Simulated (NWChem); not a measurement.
System: SiNH$_{3}$BrCl; SMILES N[SiH](Cl)Br

```xyz
7

Si     0.4754    -0.6097     0.4338
N      1.9068    -1.1133    -0.3559
Cl    -1.0241    -1.9205    -0.1184
Br    -0.2274     1.4759    -0.0581
H      0.6797    -0.6424     1.8924
H      1.8919    -1.3355    -1.3450
H      2.7921    -0.7000    -0.0828
```
Atoms are numbered in this order, from 1.

The geometry was optimised at B3LYP/6-31G* (spherical d).

Q: List the 4 lowest vertical singlet excitations from PBE0/def2-SVPD, TDA (NWChem).

A: 
```
state  energy (eV)  oscillator strength  leading excitation (squared amplitude)
-----  -----------  -------------------  --------------------------------------
S1            6.59                0.012                      HOMO → LUMO (0.94)
S2            6.90                0.023                    HOMO−1 → LUMO (0.90)
S3            6.96                0.031                    HOMO → LUMO+1 (0.78)
S4            7.21                0.027                    HOMO → LUMO+2 (0.54)
```
